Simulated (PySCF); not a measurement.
**Hg⁵⁰⁺: ionisation energy**

Hg⁵⁰⁺ [Ar] 3d10 4s2 (1S) → Hg⁵¹⁺ [Ar] 3d10 4s1 (2S), as a difference of total energies. Computed with PySCF 2.14 in an even-tempered Gaussian basis (18 s from 6.6 bohr⁻², ratio 2.5; 14 p from 8.6 bohr⁻², ratio 2.5; 8 d from 15 bohr⁻², ratio 2.5; 4 f from 39 bohr⁻², ratio 2.7; 4 g from 58 bohr⁻², ratio 2.7), with the spin-free X2C one-electron Hamiltonian (Gaussian nucleus). Correlated levels: outer shells: [Ne] frozen; virtual orbitals above 40 to 60 times the deepest correlated orbital energy dropped. The calculations carry no spin-orbit coupling.

```csv
method,ionisation energy (eV)
UHF,2976.3
MP2 (outer shells),2979.3
SCS-MP2 (outer shells),2979.3
CCSD (outer shells),2979.3
CCSD(T) (outer shells),2979.3
```

**Question.** How much does correlation contribute at CCSD(T) (outer shells)?

**Answer.** 2979.3 − (2976.3) = 3.0 eV, measured against UHF.

Breit and QED terms and the two-electron picture change are absent.

For comparison: 2981 ± 4 eV (theoretical estimate listed by NIST; NIST Atomic Spectra Database, ionization energies).
